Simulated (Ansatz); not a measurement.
Al₉P₁₀H₂₆²⁺, a nanocrystal cut from wurtzite AlP (hydrogen-capped). Charge 2, multiplicity 2. Geometry PBE-D4/def2-SVP, that of the charge +1 singlet; atoms count from 1.

Cartesian coordinates in Å:
```
P -1.821 1.089 3.490
Al -4.046 0.232 2.748
P 1.921 2.289 2.673
Al 3.996 0.982 2.635
Al -0.121 1.338 1.836
P 0.304 -0.862 1.039
P -3.373 -0.298 0.461
Al -1.721 -2.022 0.300
P 3.993 0.178 0.319
Al 2.024 -0.848 -0.602
P 2.322 -3.131 -1.222
P -1.215 -2.498 -1.991
Al 0.398 -4.305 -2.297
P -0.900 2.502 -0.057
Al -3.048 1.695 -0.806
Al 1.115 2.673 -1.414
P 1.133 0.431 -2.367
P -2.526 0.906 -3.037
Al -0.730 -0.668 -3.440
H -1.245 0.311 4.542
H -1.934 2.342 4.169
H -4.277 -1.110 3.579
H -4.950 1.549 2.723
H 1.677 2.575 4.055
H 2.037 3.622 2.177
H 3.556 -0.337 3.431
H 5.250 1.927 2.891
H 0.839 -1.582 2.156
H -4.549 -0.892 -0.106
H -1.983 -3.298 1.215
H 5.014 -0.825 0.262
H 4.516 1.096 -0.641
H 2.807 -3.804 -0.057
H 3.501 -3.195 -2.029
H -2.436 -3.046 -2.507
H 0.054 -5.520 -1.321
H 0.820 -4.361 -3.836
H -1.135 3.824 0.444
H -4.192 2.798 -0.771
H 2.298 2.595 -0.305
H 1.019 3.813 -2.522
H 2.189 0.436 -3.335
H -3.723 0.352 -3.592
H -2.374 2.029 -3.911
H -0.486 -0.979 -4.980
```

Single mean-field runs in def2-TZVP are fitted with def2-universal-jkfit.

Estimate the Mulliken populations of the heavy atoms from the PBE0/def2-TZVP orbitals of Ansatz.


```tsv
atom	charge (e)	spin (α − β)
P1	-0.21	0.03
Al2	0.29	0.05
P3	-0.22	0.00
Al4	0.27	0.00
Al5	0.31	0.01
P6	-0.32	0.02
P7	-0.30	0.22
Al8	0.32	0.01
P9	-0.22	0.00
Al10	0.31	0.01
P11	-0.21	0.03
P12	-0.30	0.22
Al13	0.29	0.05
P14	-0.32	0.02
Al15	0.34	0.00
Al16	0.25	0.01
P17	-0.32	0.02
P18	-0.22	0.08
Al19	0.34	0.00
```
Mulliken values and Mayer orders depend strongly on the basis.

Where does the spin sit?

Summed by element: P 0.65, Al 0.14, H 0.22, of 1 unpaired in all. Largest on single atoms: P12 0.22, P7 0.22, P18 0.08.

And the Mayer bond orders between bonded heavy atoms (over 0.3)?

P1–Al2 0.63 (2.50 Å); P1–Al5 0.82 (2.38 Å); Al2–P7 0.61 (2.44 Å); P3–Al4 0.66 (2.45 Å); P3–Al5 0.83 (2.40 Å); Al4–P9 0.66 (2.45 Å); Al5–P6 0.79 (2.38 Å); Al5–P14 0.88 (2.35 Å); P6–Al8 0.73 (2.45 Å); P6–Al10 0.79 (2.38 Å); P7–Al8 0.75 (2.39 Å); P7–Al15 0.79 (2.38 Å); Al8–P12 0.75 (2.39 Å); P9–Al10 0.83 (2.40 Å); Al10–P11 0.82 (2.38 Å); Al10–P17 0.88 (2.35 Å); P11–Al13 0.62 (2.50 Å); P12–Al13 0.61 (2.44 Å); P12–Al19 0.79 (2.38 Å); P14–Al15 0.77 (2.41 Å); P14–Al16 0.67 (2.44 Å); Al15–P18 0.72 (2.42 Å); Al16–P17 0.67 (2.44 Å); P17–Al19 0.77 (2.41 Å); P18–Al19 0.72 (2.42 Å).
